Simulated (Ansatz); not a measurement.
PBE exchange is replaced step by step with exact exchange (0 % is PBE, 25 % PBE0; no dispersion term), basis def2-SVP, Ansatz. System: Ga₆Sb₆H₁₈, a cluster cut from wurtzite GaSb (hydrogen-capped). Charge 0, multiplicity 1. Geometry: PBE-D4/def2-SVP.

Geometry of the singlet:

```xyz
30

Sb   -1.0838   -2.0973    1.9911
Ga    0.7314   -2.8559    0.1318
Ga   -2.7947   -1.2695   -1.8105
Sb   -0.1632   -1.8074   -2.1233
Sb    2.7036   -1.1765    0.9181
Ga    1.7517   -0.1661   -3.0980
Ga   -2.0345    0.4355    2.0925
Sb   -2.5562    1.0412   -0.4265
Sb    0.3378    1.6393    2.5951
Ga    2.3928    1.5114    0.8373
Ga   -1.0879    3.2147   -1.0843
Sb    1.2747    1.9716   -1.5129
H    -2.4051   -3.1845    1.9520
H    -0.5071   -2.5412    3.5506
H     1.1541   -4.3631    0.3288
H    -3.3448   -2.3438   -0.7805
H    -3.4314   -0.9638   -3.2195
H    -0.0965   -3.2218   -3.1005
H     3.2289   -1.6307    2.4930
H     4.1487   -1.5942    0.1007
H     3.1370   -0.7708   -2.6149
H     1.4034    0.2082   -4.5891
H    -3.0349    0.6219    3.2981
H    -4.1630    1.6192   -0.2171
H     0.8975    1.1449    4.1457
H     0.0546    3.2776    3.0006
H     3.6688    2.2512    1.3973
H    -1.6177    3.8034   -2.4468
H    -0.9105    4.0467    0.2550
H     2.3462    3.1999   -2.0638
```

In the def2 sets Sb takes a core potential; there is no spin–orbit coupling. Single mean-field runs in def2-SVP are fitted with def2-universal-jkfit.

| exact exchange (%) | HOMO (eV) | LUMO (eV) | gap (eV) |
| --- | --- | --- | --- |
| 0 | -5.99 | -2.60 | 3.39 |
| 5 | -6.18 | -2.47 | 3.70 |
| 10 | -6.36 | -2.34 | 4.02 |
| 25 | -6.91 | -1.96 | 4.95 |
| 35 | -7.28 | -1.71 | 5.57 |
| 50 | -7.84 | -1.32 | 6.52 |

Task: Fit a straight line to the column «gap (eV)» against the share of exact exchange and predict its value at 15 %.

Result: With x = exact exchange (%) and y = gap (eV): mean x = 20.83, mean y = 4.692; Σ(x − x̄)(y − ȳ) = 116.9, Σ(x − x̄)² = 1871; slope b = 0.06248, intercept a = ȳ − b·x̄ = 3.391. The residuals of the fitted rows reach 0.01. At x = 15 the line gives 3.391 + (0.06248 × 15) = 4.33; the run gave 4.33, the same within rounding.
